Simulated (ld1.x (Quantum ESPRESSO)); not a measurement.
nickel (Ni): variants of one TM potential

Base potential:

Ni, norm-conserving Troullier–Martins (Kleinman–Bylander form), made with ld1.x (Quantum ESPRESSO) 7.5 (PBEsol, scalar-relativistic). Core [Ne] 3s2, reference 3p6 3d8 4s2 4p0. Waves: 3p (bound): rc 1.15 bohr; 3d (bound): rc 1.25 bohr; 4s (bound): rc 1.55 bohr. Local part: the s channel. Core correction: none.

All-electron outer shells of the reference configuration (PBEsol, scalar-relativistic, ld1.x):

| shell | level (eV) | outermost node (bohr) | outermost maximum (bohr) |
| --- | --- | --- | --- |
| 2p | -844.17 | – | 0.16 |
| 3s | -110.78 | 0.30 | 0.64 |
| 3p | -71.25 | 0.27 | 0.65 |
| 3d | -8.90 | – | 0.63 |
| 4s | -5.66 | 0.92 | 2.24 |
| 4p | -1.19 | 1.00 | 3.14 |

Cutoffs, loose and tight: the cutoffs (Ry, on a coarse ladder) from which the occupation-weighted sum of valence levels, in a spherical-Bessel basis at the reference potential, stays within 10 and 1 mRy of its value at 400 Ry. They do not see the model core or the augmentation charge, which bear on the density cutoff. Test errors are all-electron minus pseudo excitation energies from the reference, over the configurations 3p6 3d8 4s1 4p0; 3p6 3d8 4s0 4p0; 3p6 3d7 4s0 4p0; 3p6 3d8 4s1 4p1; 3p6 3d8 4s0 4p2; 3p6 3d8 4s1.5 4p0; 3p6 3d7 4s2 4p1. A dash means not determined; rows that change the core or the reference have their own tests. The largest error is taken over the tests solved by every variant that gives reliable tests at all: 3p6 3d7 4s0 4p0; 3p6 3d8 4s0 4p0; 3p6 3d8 4s0 4p2.

```tsv
change	outcome	cutoff, loose	cutoff, tight	bound ghosts	largest test error (meV)
base	generated	160 Ry	300 Ry	none	-1492
all radii scaled by about 0.75 (s 1.18, p 0.86, d 0.94 bohr)	generated	230 Ry	over 300 Ry	none	-980
all radii scaled by about 0.88 (s 1.36, p 1.00, d 1.10 bohr)	generated	180 Ry	300 Ry	none	-1246
all radii scaled by about 0.94 (s 1.46, p 1.08, d 1.16 bohr)	generated	180 Ry	300 Ry	none	-1350
all radii scaled by about 1.04 (s 1.60, p 1.20, d 1.30 bohr)	generated	160 Ry	260 Ry	none	-1528
all radii scaled by about 1.12 (s 1.74, p 1.30, d 1.40 bohr)	generated	140 Ry	230 Ry	none	-1595
all radii scaled by about 1.18 (s 1.84, p 1.36, d 1.48 bohr)	generated	120 Ry	230 Ry	none	-1618
all radii scaled by about 1.29 (s 2.00, p 1.48, d 1.62 bohr)	generated	110 Ry	180 Ry	none	-1621
all radii scaled by about 1.36 (s 2.10, p 1.56, d 1.70 bohr)	generated	100 Ry	180 Ry	none	-1623
```

Reading the sweep of the scale of all radii (base = 1) (base included, trends over the rows without a ghost): The loose cutoff falls from 230 Ry at 0.75 to 100 Ry at 1.36. A larger radius leaves more room for a smooth pseudo-wave, so fewer plane waves are needed; a smaller one forces it to follow the all-electron wave where it bends sharply. The median size of the test errors (rows with all tests solved) stays near 255.0 meV.
